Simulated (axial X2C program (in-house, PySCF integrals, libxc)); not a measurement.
NiP⁺: bond constants with and without spin–orbit coupling

All values were computed with an axial X2C code built on PySCF integrals. Spin-free means the one-electron spin-free X2C Hamiltonian; two-component (2c) means X2C with spin–orbit coupling and atomic mean-field two-electron Coulomb and Gaunt terms, so the difference of the two also holds small scalar two-electron terms. Basis: Ni dyall-cv3z [9s9p6d3f2g], P dyall-v3z [8s7p2d1f] (cores contracted in-house); Gaussian nuclei, density fitting, unrestricted open shells. Masses: Ni 57.935 u, P 30.974 u.

State, spin-free: M_S = 2, Λ = 2 (beyond evenly filled blocks: σα, π+α, π-α, δ+α, δ+β, δ-α); electrons by block: σα: 11, σβ: 10, π+α: 5, π+β: 4, π-α: 5, π-β: 4, δ+α: 1, δ+β: 1, δ-α: 1. Fragments: Ni+ + P.

State, 2c: Ω = 4 (⟨Sz⟩ = 2.00, ⟨Lz⟩ = 2.00 at PBE0); electrons by block: 1/2: 15, -1/2: 15, 3/2: 6, -3/2: 5, 5/2: 1. Fragments: Ni+ + P.

```json
{"Hamiltonian": "spin-free", "level": "PBE0", "Re (Å)": "2.170", "ωe (cm⁻¹)": "340.3", "ωexe (cm⁻¹)": "1.69", "Be (cm⁻¹)": "0.1774", "De (eV)": "1.63", "k (mdyn/Å)": "1.38", "μ (D)": "-1.84"}
{"Hamiltonian": "spin-free", "level": "CCSD", "Re (Å)": "2.215", "ωe (cm⁻¹)": "349.5", "ωexe (cm⁻¹)": "0.63", "Be (cm⁻¹)": "0.1702", "De (eV)": "0.980", "k (mdyn/Å)": "1.45", "μ (D)": "n/a"}
{"Hamiltonian": "spin-free", "level": "CCSD(T)", "Re (Å)": "2.204", "ωe (cm⁻¹)": "341.0", "ωexe (cm⁻¹)": "n/a", "Be (cm⁻¹)": "0.1719", "De (eV)": "n/a", "k (mdyn/Å)": "1.38", "μ (D)": "n/a"}
{"Hamiltonian": "spin-free", "level": "B3LYP", "Re (Å)": "2.186", "ωe (cm⁻¹)": "327.2", "ωexe (cm⁻¹)": "1.61", "Be (cm⁻¹)": "0.1748", "De (eV)": "1.68", "k (mdyn/Å)": "1.27", "μ (D)": "-1.60"}
{"Hamiltonian": "2c", "level": "PBE0", "Re (Å)": "2.171", "ωe (cm⁻¹)": "340.1", "ωexe (cm⁻¹)": "1.69", "Be (cm⁻¹)": "0.1773", "De (eV)": "n/a", "k (mdyn/Å)": "1.38", "μ (D)": "-1.85"}
{"Hamiltonian": "2c", "level": "CCSD", "Re (Å)": "2.216", "ωe (cm⁻¹)": "349.5", "ωexe (cm⁻¹)": "0.659", "Be (cm⁻¹)": "0.1701", "De (eV)": "n/a", "k (mdyn/Å)": "1.45", "μ (D)": "n/a"}
{"Hamiltonian": "2c", "level": "CCSD(T)", "Re (Å)": "2.205", "ωe (cm⁻¹)": "341.1", "ωexe (cm⁻¹)": "n/a", "Be (cm⁻¹)": "0.1718", "De (eV)": "n/a", "k (mdyn/Å)": "1.38", "μ (D)": "n/a"}
{"Hamiltonian": "2c", "level": "B3LYP", "Re (Å)": "2.186", "ωe (cm⁻¹)": "327.1", "ωexe (cm⁻¹)": "1.61", "Be (cm⁻¹)": "0.1748", "De (eV)": "n/a", "k (mdyn/Å)": "1.27", "μ (D)": "-1.60"}
```

Correlated methods: 14 electrons correlated (number of frozen shells: Ni 3 s, 2 p; P 2 s, 1 p), 220 virtual spin orbitals or spinors in MP2, 90 natural virtuals in coupled cluster.

Dipoles are positive if P is the positive end and refer to the centre of mass.

One determinant describes the state; a PBE0 search over occupations chose it and may have missed a lower one. De is counted from the lowest determinant-based energies of the atoms at the same level, without counterpoise correction. De is not given where an atomic determinant may have missed its ground term or J level, or where the truncated virtual space spoils (T). Density functionals use the spin component along the axis (collinear). Coupled cluster ran in a truncated set of natural virtual spinors; the MP2 energy of the rest was added. (T) has no such correction and the atoms are truncated less, which lowers De at CCSD(T) by a hundredth of an eV or more. Other states lie close and PBE0, whose exact exchange favours high spin, may order them wrongly; the determinant shown need not be the ground state. The nearest other spin-free determinant of the search, M_S = 0, Λ = 1, lies 0.16 eV up at the distance of the search. The functionals have no current-density term, which raises determinants with orbital currents, atoms included. With several unpaired electrons one determinant need not be a pure state. Open-shell Ω = 0 determinants with evenly filled partner blocks cannot be reached by this program, so the Ω shown need not be the lowest component. The determinant is spin-polarised beyond a pure state at some levels (its spin-free form has ⟨S²⟩ too high), which makes Re and μ there less reliable. The T1 diagnostic is large, a sign of multireference character.

No reliable constants came from HF (2c), HF (spin-free), MP2 (2c), MP2 (spin-free): no minimum in range, unconverged points, a curve that is not smooth, a change of character along it, or the two Hamiltonians disagreeing along it.

Rough cost a point (2c) on 1 thread(s) of a shared host, integrals apart: PBE0 0.5 s, CCSD(T) 10 s, B3LYP 0.7 s.

The whole task took 3.6 min on 1 thread of AMD EPYC 7B13 (Zen 3), with other jobs on the host.
